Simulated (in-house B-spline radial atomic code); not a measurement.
Te⁵⁺. Computed with a B-spline radial atomic code. Model: all-electron spherical atom, spin shells full or empty, radial basis limit, no spin-orbit coupling: exact exchange with a local potential (Slater, KLI or optimised effective potential, whose far tail is KLI's), no correlation.

Empty minority-spin level lies below the highest occupied level: each spin potential is zero at infinity, spin occupations fixed.

Exchange potential has not reached -1/r at the last radius.

The run also made RPA and GW results, which its time includes.

The Slater potential averages the orbital exchange potentials with the orbital densities as weights, KLI adds orbital constants, and the optimised effective potential minimises the exact-exchange energy among local potentials. So their energies lie above Hartree-Fock in the order OEP, KLI, Slater. All fall off as −1/r, unlike LDA and GGA exchange.

Command:
```bash
python run_gw.py task.json out
```
Settings (nuclear radius in fm, other lengths in bohr, energies in hartree):
```
Z                      52
electrons              47
configuration          [Kr] 4d10 5s1
hamiltonian            x2c
method                 kli
lmax                   9
rms_radius             4.7423
spin_polarised         True
box_radius             10.43
intervals              98
ion_configuration      [Kr] 4d10
```

Time taken, with all properties: 23 s on 1 thread of Intel(R) Xeon(R) Platinum 8259CL CPU @ 2.50GHz (Skylake/Cascade Lake), with other jobs on the host.

Given: hamiltonian one-electron scalar X2C; mean-field start exchange-only KLI.

Computed: energy above Hartree-Fock 21.818 millihartree.

| radius (bohr) | r times exchange potential up (hartree bohr) | r times exchange potential down (hartree bohr) |
| --- | --- | --- |
| 0.000962 | -0.046037 | -0.04627 |
| 0.0012 | -0.057273 | -0.057564 |
| 0.0015 | ? | ? |
| 0.00188 | -0.088903 | -0.089359 |
| 0.00235 | -0.11028 | -0.11085 |
| 0.00294 | -0.13647 | -0.13718 |
| 0.00368 | -0.16821 | -0.16911 |
| 0.0046 | -0.2058 | -0.20693 |
| 0.00575 | -0.24972 | -0.25113 |
| 0.00719 | -0.2997 | -0.30147 |
| 0.009 | -0.35456 | -0.35681 |
| 0.0112 | -0.40967 | -0.41249 |
| 0.0141 | -0.46437 | -0.46796 |
| 0.0176 | -0.50677 | -0.51133 |
| 0.022 | -0.53133 | -0.53714 |
| 0.0275 | -0.53378 | -0.54119 |
| 0.0344 | ? | ? |
| 0.043 | -0.5562 | -0.56803 |
| 0.0538 | -0.65377 | -0.66836 |
| 0.0673 | -0.78688 | -0.80495 |
| 0.0842 | -0.89647 | -0.91917 |
| 0.105 | -0.93786 | -0.96668 |
| 0.132 | -0.9091 | -0.94631 |
| 0.165 | -0.93193 | -0.97859 |
| 0.206 | -1.1158 | -1.1728 |
| 0.257 | -1.3017 | -1.3727 |
| 0.322 | -1.3239 | -1.4144 |
| 0.403 | -1.1197 | -1.235 |
| 0.503 | -0.93145 | -1.0709 |
| 0.63 | -1.1575 | -1.3363 |
| 0.787 | -1.368 | -1.6021 |
| 0.985 | -1.371 | -1.6642 |
| 1.23 | -1.2069 | -1.5486 |
| 1.54 | -1.0215 | -1.3631 |
| 1.93 | -0.95471 | -1.2064 |
| 2.41 | -0.96709 | -1.1114 |
| 3.01 | -0.98438 | -1.0604 |

Task: What belongs in the row 0.0015?

Result: r times exchange potential up (hartree bohr): -0.071326; r times exchange potential down (hartree bohr): -0.071689.

Task: What belongs in the row 0.0344?

Result: r times exchange potential up (hartree bohr): -0.52749; r times exchange potential down (hartree bohr): -0.53694.

| occupied | level (hartree) | Hartree-Fock level (hartree) |
| --- | --- | --- |
| 1s up | -1162.1 | -1177.1 |
| 1s down | -1162.4 | -1177.1 |
| 2s up | -180.28 | -185.91 |
| 2s down | -180.56 | -185.9 |
| 2p up | -162.2 | -166.96 |
| 2p down | -162.47 | -166.96 |
| 3s up | -37.844 | -40.247 |
| 3s down | -38.123 | -40.234 |
| 3p up | -31.947 | -33.918 |
| 3p down | ? | ? |
| 3d up | -22.986 | -24.327 |
| 3d down | -23.266 | -24.324 |
| 4s up | -8.28 | -9.2275 |
| 4s down | -8.5676 | -9.1997 |
| 4p up | -6.4513 | -7.1624 |
| 4p down | -6.7375 | -7.1517 |
| 4d up | ? | ? |
| 4d down | -4.04 | -4.044 |
| 5s up | -2.5436 | -2.5422 |

Task: What belongs in the row 3p down?

Result: level (hartree): -32.227; Hartree-Fock level (hartree): -33.913.

Task: What belongs in the row 4d up?

Result: level (hartree): -3.7626; Hartree-Fock level (hartree): -4.0558.

| empty | level (hartree) |
| --- | --- |
| 5s down | -2.7076 |
| 5p down | ? |
| 5p up | -2.0925 |
| 5d down | -1.5594 |
| 4f down | ? |
| 5d up | -1.4798 |
| 6s down | -1.3633 |
| 4f up | -1.3329 |
| 6s up | -1.3168 |

Task: What belongs in the row 5p down?

Result: level (hartree): -2.225.

Task: What belongs in the row 4f down?

Result: level (hartree): -1.5068.

The highest level, 5s up, differs from Hartree-Fock by -0.04 eV and the deepest, 1s down, by +401 eV: a local potential can match the highest level but can't give each shell its own exchange.
